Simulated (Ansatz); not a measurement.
Consider the substitution at a C–Si bond: `F[Si@H](Cl)[C@H]1BO1` + H₂S → `SC1BO1` + `F[SiH2]Cl`.

Isolated molecules relaxed with PBE0-D4/def2-TZVP in Ansatz; ΔE leaves out vibrations. CCSD(T)/CBS adds triple-zeta CCSD(T) − MP2 to the extrapolated MP2 energy (def2 sets, frozen cores). This one scheme is used for every species. Functionals use def2-TZVPP. Each species was taken in one conformer, which may not be the lowest.

```tsv
level	ΔE (kJ/mol)
r2SCAN-D4	43.0
r2SCAN	42.0
```

What does CCSD(T)/CBS give? (An estimate is asked.)

Ansatz gave: +45.2 kJ/mol. The listed levels differ from it by -2.2, -3.2 kJ/mol.

Largest T1 diagnostic among the species: 0.016.

From PBE to PBE0 (25 % exact exchange), in def2-TZVPP and without D4, ΔE moves by +4.2 kJ/mol. The D4 term adds +4.0 kJ/mol with B3LYP and +2.5 kJ/mol with PBE0; it sums over pairs of atoms, weighted by their polarisabilities, and B3LYP, whose exchange is more repulsive, gets the larger term.

B3LYP here is the variant with VWN-RPA as its local correlation; programs differ in this.
